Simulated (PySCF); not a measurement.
## TDDFT excited states: CaO

Compound: calcium monoxide, CaO.
SMILES: `[O]=[Ca]`

Method used: TDDFT CAM-B3LYP/def2-SVPD, vertical, gas phase, core orbitals frozen in the response (PySCF). Geometry: PBE0-D3(BJ)/def2-SVP; no solvent, vibrations or thermal averaging.

```
state  λ (nm)  E (eV)       f  |μ| (D)  symmetry  main configurations (H = HOMO, L = LUMO)
   S1   639.3    1.94   0.039     2.29        Σ+                                 H→L (89%)
   S2   595.1    2.08  0.0054     0.83         Π                          H-2/H-1→L (≥94%)
   S3   595.1    2.08  0.0054     0.83         Π                          H-2/H-1→L (≥94%)
   S4   342.2    3.62   0.013     0.96         Π                          H→L+1/L+2 (≥96%)
   S5   342.2    3.62   0.013     0.96         Π                          H→L+1/L+2 (≥96%)
   S6   313.0    3.96  0.0000     0.00         –                    H-2/H-1→L+1/L+2 (≥93%)
   S7   313.0    3.96  0.0000     0.00         –                    H-2/H-1→L+1/L+2 (≥93%)
   S8   309.5    4.01  0.0000     0.00         –                    H-2/H-1→L+1/L+2 (≥94%)
   S9   308.1    4.02   0.013     0.91        Σ+                    H-2/H-1→L+1/L+2 (≥94%)
  S10   298.3    4.16   0.086     2.33        Σ+                     H→L+3 (84%), H→L (8%)
```

Triplets (Tamm–Dancoff): T1 1.59 eV, H→L (94%); T2 2.00 eV, H-2/H-1→L (≥93%); T3 2.00 eV, H-2/H-1→L (≥93%).

The lowest singlet comes at 639 nm (187 kJ/mol) in the visible; it is of moderate strength; its leading configuration is HOMO→LUMO (89%). The most intense listed level is S10 at 4.16 eV (298 nm, f = 0.086), 2.22 eV above S1. It is the last of those listed, so stronger ones may follow. S2/S3, S4/S5 and S6/S7 lie within about 0.01 eV of each other in each set; the point group C∞v has degenerate representations, and within a degenerate level the listed configurations can mix freely. Löwdin shares by element: HOMO oxygen 78%, calcium 22%; LUMO calcium 94%, oxygen 6%. The oscillator strengths of these states sum to 0.173; summed over the whole spectrum of an exact calculation they would give the number of electrons, 28 (Thomas–Reiche–Kuhn). Of the 10 states listed, 5 reach f = 0.01 and 3 stay under 0.0005. The listed states span 2.22 eV, and the widest gap between neighbours is 1.54 eV (S3 to S4). 3 computed singlets (S1 to S3) lie in the visible range (380 to 750 nm), the largest f among them at 639 nm, f = 0.039; light of that wavelength is red, and its complementary colour is blue-green; a Tamm–Dancoff triplet lies at 621 nm, without intensity as long as spin–orbit coupling is left out. All these states lie below the vertical ionisation energy of 6.94 eV (ΔSCF). Symmetry labels in C∞v follow from the direction of the transition dipole and are given only for states with f of 0.002 or more. Orbitals of the list HOMO-3 to LUMO+2 that lie within 0.01 eV of each other are written together with a slash and their weights summed (≥ marks a lower bound); for degenerate orbitals outside that list single weights are arbitrary. Only the lowest 10 singlets were computed, as vertical energies without vibronic structure.
